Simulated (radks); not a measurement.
The mean radii <r> (bohr) of the occupied orbitals of an atom or ion are listed with their occupations. All-electron calculation, scalar-relativistic Kohn-Sham, BLYP, spin-polarised, spherical densities, finite nucleus; Fermi nuclear charge, rms radius of each element as measured or else 0.836 A^(1/3) + 0.57 fm. Program: a radial shooting solver on a logarithmic mesh with Libxc functionals.

| orbital | occ. | <r> |
|---|---|---|
| 1s | 2 | 0.06639 |
| 2s | 2 | 0.3035 |
| 2p | 6 | 0.2683 |

Name the element and its charge. Open shells, if any, are filled with parallel spins first.

Answer. Z = 23, vanadium, charge +13: V13+ in [Ne]. The 1s radius gives Z: for a bare nucleus <r> = (2 gamma + 1)/(2Z) with gamma = sqrt(1 - (Z/c)^2), 0.0646 bohr for Z = 23, and screening makes it slightly larger (0.06639 here). The occupations add up to 10, and the charge is Z minus that.
